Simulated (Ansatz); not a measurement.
# C3HAl+: where a starting geometry ends

The starting geometry of this gas-phase doublet was optimised with GFN2-xTB.

```xyz
5

C    -1.8996   -1.1162   -1.7697
C    -1.4884   -1.0918   -0.4490
C    -1.8669   -2.3124   -1.0908
Al   -0.8868   -0.7740    1.4147
H    -2.0861   -0.5350   -2.6485
```

Q: Predict what becomes of its bonds when it is optimised with B3LYP-D3(BJ)/def2-SVP.

A: It keeps its links, though one stretches towards breaking. Distances that change by over a tenth: C2–Al4 (1.98 → 2.26 Å).

The energy falls by 0.24 eV over 9 steps:

| step | E − E(last) (eV) |
| --- | --- |
| 1 | 0.236 |
| 2 | 0.141 |
| 3 | 0.012 |
| 4 | 0.003 |
| 5 | 0.001 |
| 6 | 0.000 |
| 7 | 0.000 |
| 8 | 0.000 |
| 9 | 0.000 |

Final geometry (Å):

```yaml
atoms:
  - { symbol: C, position_ang: [-1.9123, -1.1426, -1.7977] }
  - { symbol: C, position_ang: [-1.5275, -1.3061, -0.4542] }
  - { symbol: C, position_ang: [-1.9150, -2.3659, -1.2314] }
  - { symbol: Al, position_ang: [-0.8115, -0.5768, 1.5608] }
  - { symbol: H, position_ang: [-2.0615, -0.4379, -2.6206] }
```

Frequencies at the end are all real (lowest 164 cm⁻¹). Open shells are spin-unrestricted. Run with Ansatz 0.2.0, 71 s on 1 thread of AMD EPYC (Zen 3) (shared host).
